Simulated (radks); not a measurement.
The numbers below are computed, except where a source is named.
These are the eigenvalues of the occupied orbitals of an atom or ion with whole-number occupations (hartree). Level of theory: scalar-relativistic Kohn-Sham, PBEsol, spin-unpolarised, spherical densities, point nucleus (a radial shooting solver on a logarithmic mesh with Libxc functionals).

1s: -1423.412
2s: -226.5517
2p: -203.0690
3s: -48.40072
3p: -40.90323
3d: -30.12520
4s: -9.71878
4p: -7.28023
4d: -3.75237
5s: -1.37306
5p: -0.76932
6s: -0.11599
5d: -0.07929

Which element is it, and in what charge state? The configuration may be excited.

Answer. Z = 57, lanthanum, charge 0: La in [Xe] 5d2 6s1. The list shows which subshells hold electrons but not how many an open one holds; the 1s level, -1423.4 hartree, gives Z - s = 53.4 by -(Z - s)^2/2, which with screening and relativity narrows Z to a few neighbours, and the depths of the outer levels then fix element, charge and occupations together.
